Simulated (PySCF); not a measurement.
**From a computed spectrum to the compound**

A species of 5 atoms with charge 3 has these harmonic modes (PBE0, small Gaussian bases with core potentials, PySCF 2.14.0):

| cm⁻¹ | km/mol | symmetry |
| --- | --- | --- |
| 377 | 13.7 | a1 |
| 688 | 68.4 | e |
| 688 | 68.4 | e |
| 1428 | 112.3 | a1 |
| 1577 | 69.8 | e |
| 1577 | 69.8 | e |
| 3269 | 378.2 | a1 |
| 3332 | 232.1 | e |
| 3332 | 232.1 | e |

Q: Which species is it, and in which structure?

A: [La(NH3)]3+ (singlet):
```xyz
5

La    0.0000    0.0000   -0.2794
N     0.0000    0.0000    2.1984
H     0.9394    0.0000    2.6546
H    -0.4697    0.8135    2.6546
H    -0.4697   -0.8135    2.6546
```
Ideal gas at 298.15 K and 1 bar: S = 260.9 J/(mol K), Cp = 47.6 J/(mol K), H − H(0 K) = 11.4 kJ/mol (rigid rotor, harmonic modes, spin degeneracy alone). 
 The answer isn't unique; the calculation gave this one.
